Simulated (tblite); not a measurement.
C4H6FNSi.
SMILES with atom numbers: `[CH2:1]=[C:2]([C:3]#[N:4])[CH2:5][SiH2:6][F:7]` (hydrogens: H8, H9 on C1; H10, H11 on C5; H12, H13 on Si6)

Computed with GFN2-xTB (tblite), gas phase: L-BFGS steps from a force-field or distance-geometry start until the largest atomic force falls under 0.01 eV/Å.

Geometry at step 2:
```
atom  x, y, z in Å
C1     -1.6029    1.0409   -0.7538
C2     -0.9487    0.1757    0.0333
C3     -1.5817   -1.0391    0.4026
N4     -2.1082   -2.0288    0.7027
C5      0.4117    0.4636    0.5830
Si6     1.8038   -0.6604   -0.1180
F7      3.1834   -0.1056    0.5263
H8     -1.1570    1.9836   -1.0361
H9     -2.5922    0.8459   -1.1198
H10     0.4031    0.3588    1.6687
H11     0.6898    1.4968    0.3679
H12     1.6084   -2.0296    0.2828
H13     1.8862   -0.5013   -1.5573
```

**Question.** Give the atomic forces at this geometry.

**Answer.** 
```tsv
atom	Fx (eV/Å)	Fy (eV/Å)	Fz (eV/Å)
C1	0.221	-0.147	0.199
C2	-0.142	0.408	-0.113
C3	-0.576	-1.282	0.382
N4	0.798	1.470	-0.431
C5	0.335	-0.229	-0.038
Si6	-0.190	0.285	0.087
F7	-0.325	-0.155	-0.161
H8	-0.033	-0.114	0.029
H9	-0.100	-0.076	-0.080
H10	-0.062	-0.063	0.069
H11	-0.159	0.057	-0.017
H12	0.102	-0.236	0.156
H13	0.132	0.080	-0.082
```

The largest, 1.73 eV/Å, acts on N4; the rms over all components is 0.394 eV/Å. The forces sum to zero within rounding, as they must for an isolated molecule in no field.

**Question.** Give the force on N4 in Eh/bohr and in nN.

**Answer.** 1.727 eV/Å ÷ 51.422 = 0.03359 Eh/bohr, and 1.727 eV/Å × 1.602 = 2.77 nN.

**Question.** How far is this geometry from the end of the optimisation?

**Answer.** 0.052 eV above it, and 0.065 Å rms away after alignment. The bonds farthest from their final lengths, with half the difference of the two atoms' forces along the bond (positive lengthens):

| bond | now (Å) | final (Å) | force along bond (eV/Å) |
| --- | --- | --- | --- |
| C3≡N4 | 1.161 | 1.146 | -1.59 |
| C5–Si6 | 1.922 | 1.909 | -0.36 |
| Si6–H12 | 1.440 | 1.451 | +0.24 |
| Si6–F7 | 1.621 | 1.611 | -0.18 |
| C1=C2 | 1.340 | 1.332 | -0.36 |
| Si6–H13 | 1.450 | 1.455 | +0.08 |

The angle farthest from its final value is F7–Si6–H12, 109.3° against 105.9°.

Of the 4 listed bonds off by 0.010 Å or more, this force points towards the final length in 4.

What follows is the cost of the whole relaxation. Hardware: one thread, Arm Neoverse V2 (aarch64), shared host. Cost: 0.21 s wall.
